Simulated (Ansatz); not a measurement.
`C[SiH2]BCl` + `O[CH2][ZnH]` → `CO[CH2][ZnH]` + `[SiH3]BCl` at 298.15 K and 1 bar (substitution at a C–Si bond).

Computed with Ansatz on PBE0-D4/def2-TZVP structures; ΔE is electronic, products minus reactants. CBS: MP2 limit from def2 TZ/QZ plus the TZ coupled-cluster correction, frozen cores. This one scheme is used for every species. For Zn outer-core shells are correlated without core-valence functions, which leaves a few kJ/mol of doubt a bond. Scalar relativity is left out up to krypton. One conformer a species, not always the lowest.

```tsv
species	CCSD(T)/CBS energy (Eh)	H − E (kJ/mol)	S (J/(mol·K))
`C[SiH2]BCl`	-815.33859	196.2	345.2
`O[CH2][ZnH]`	-1893.96502	138.6	295.4
`CO[CH2][ZnH]`	-1933.21491	215.4	325.6
`[SiH3]BCl`	-776.06195	115.2	310.7
```

H − E and S are ideal-gas, rigid-rotor, harmonic terms from PBE0-D4/def2-TZVP, for one conformer and one mirror image of each species. 1 Eh = 2625.50 kJ/mol, R = 8.31446 J/(mol·K).

Question: By hand: ΔE, ΔH, ΔS and ΔG.

Answer: ΔE = (-1933.21491) + (-776.06195) − (-815.33859) − (-1893.96502) = 0.02675 Eh = 70.2 kJ/mol. Δ(H − E) = 215.4 + 115.2 − 196.2 − 138.6 = -4.2, so ΔH = 66.0 kJ/mol. ΔS = 325.6 + 310.7 − 345.2 − 295.4 = -4.3 J/(mol·K). ΔG = 66.0 − 298.15 × (-4.3)/1000 = 67.3 kJ/mol.

Question: By hand: the equilibrium constant, and the temperature at which ΔG would vanish if ΔH and ΔS stayed fixed.

Answer: log₁₀ K = −ΔG/(RT ln 10) = -11.8. ΔH and −TΔS have one sign here, so there is no such temperature. One of them is within its doubt of zero, so this could turn.

The number of gas molecules stays the same, so ΔS is small and ΔH decides. A doubt of 5 kJ/mol in ΔE shifts log₁₀ K by 0.9 here. Other conformers and mirror images would add mixing entropy, several J/(mol·K) or more a flexible species. Modes under 60 cm⁻¹, often nearly free rotors, make the harmonic entropy too high. These are equilibria of isolated gas molecules and say nothing of rates. Largest T1 diagnostic: 0.014 (customary marks: 0.02 for closed shells, 0.045 for open ones).
